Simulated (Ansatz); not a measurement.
Consider the redistribution: `N[SiH](O)[SbH2]` + `N[SiH2]C(N)[SiH3]` → `N[CH]([SiH3])[SbH2]` + `N[SiH2][SiH](N)O`.

Program: Ansatz. Geometries: PBE0-D4/def2-TZVP. ΔE: electronic, gas phase. CBS: MP2 limit from def2 TZ/QZ plus the TZ coupled-cluster correction, frozen cores. Functionals use def2-TZVPP. B3LYP here is the variant with VWN-RPA as its local correlation; programs differ in this. Elements past krypton have def2 core potentials. For Sb outer-core shells are correlated without core-valence functions, which leaves a few kJ/mol of doubt a bond. One conformer a species, not always the lowest.

| level | ΔE (kJ/mol) | difference from CCSD(T)/CBS |
| --- | --- | --- |
| PBE-D4 | 62.5 | -4.7 |
| r2SCAN-D4 | 70.3 | 3.1 |
| PBE0-D4 | 68.3 | 1.1 |
| B3LYP-D4 | 67.3 | 0.1 |
| ωB97X-V | 68.6 | 1.4 |
| ωB97M-V | 74.6 | 7.4 |
| B2PLYP | 69.4 | 2.2 |
| PBE | 63.6 | -3.6 |
| r2SCAN | 70.4 | 3.2 |
| PBE0 | 69.2 | 2.0 |
| B3LYP | 69.4 | 2.2 |
| HF/def2-TZVPP | 79.6 | 12.4 |
| MP2/def2-TZVPP | 69.2 | 2.0 |
| SCS-MP2/def2-TZVPP | 67.3 | 0.1 |
| CCSD/def2-TZVPP | 67.5 | 0.3 |
| CCSD(T)/def2-TZVPP | 65.1 | -2.1 |
| HF/def2-QZVPP | 79.5 | 12.3 |
| MP2/def2-QZVPP | 70.4 | 3.2 |
| SCS-MP2/def2-QZVPP | 68.5 | 1.3 |
| HF/CBS(def2) | 79.5 | 12.3 |
| MP2/CBS(def2) | 71.3 | 4.1 |
| CCSD/CBS(def2) | 69.6 | 2.4 |
| CCSD(T)/CBS | 67.2 | 0 |

Largest T1 diagnostic among the species: 0.013.

In def2-TZVPP, CCSD(T) changes the Hartree–Fock value by −14.5 kJ/mol (the triples alone add −2.4 kJ/mol) and MP2 by −10.3 kJ/mol. From PBE to PBE0 (25 % exact exchange), in def2-TZVPP and without D4, ΔE moves by +5.6 kJ/mol.
